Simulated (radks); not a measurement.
Isoelectronic series with 71 electrons, each ion in its NIST ground configuration. All-electron calculation, scalar-relativistic Kohn-Sham, PBE, spin-polarised, spherical densities, finite nucleus; open shells are filled with parallel spins first (spin-orbit coupling, left out, can overturn this in heavy ions); Fermi nuclear charge, rms radius of each element as measured or else 0.836 A^(1/3) + 0.57 fm. Program: a radial shooting solver on a logarithmic mesh with Libxc functionals. Total energies (hartree) and orbital eigenvalues (eV) (* marks an orbital that is empty in some or all of the ions):

| ion | configuration | E (hartree) | 5d up | 6s down* | 6s up* | 4f down |
|---|---|---|---|---|---|---|
| Lu | [Xe] 4f14 5d1 6s2 | -14561.4752 | -1.9506 | -4.3988 | -4.8431 | -9.5382 |
| Hf+ | [Xe] 4f14 5d1 6s2 | -15075.9281 | -10.9763 | -11.5898 | -12.0653 | -26.0737 |
| Ta2+ | [Xe] 4f14 5d3 | -15601.4835 | -19.1802 | -17.0525 | -19.0782 | -39.9429 |
| W3+ | [Xe] 4f14 5d3 | -16138.2193 | -32.1179 | -26.9667 | -29.0259 | -61.9496 |
| Re4+ | [Xe] 4f14 5d3 | -16686.1224 | -46.9642 | -38.2398 | -40.3309 | -86.7746 |
| Os5+ | [Xe] 4f14 5d3 | -17245.2183 | -63.4892 | -50.7373 | -52.8637 | -114.1172 |
| Ir6+ | [Xe] 4f14 5d3 | -17815.6734 | -81.5594 | -64.3839 | -66.5492 | -143.7964 |
| Pt7+ | [Xe] 4f14 5d3 | -18397.4951 | -101.0884 | -79.1310 | -81.3383 | -175.6913 |
| Au8+ | [Xe] 4f14 5d3 | -18990.8298 | -122.0162 | -94.9457 | -97.1976 | -209.7143 |
| Hg9+ | [Xe] 4f14 5d3 | -19595.7428 | -144.2986 | -111.8042 | -114.1029 | -245.7993 |
| Tl10+ | [Xe] 4f14 5d3 | -20212.3896 | -167.9020 | -129.6896 | -132.0368 | -283.8946 |
| Pb11+ | [Xe] 4f14 5d3 | -20840.8417 | -192.8000 | -148.5889 | -150.9862 | -323.9584 |

5d up drops below 6s up between Hf+ and Ta2+.
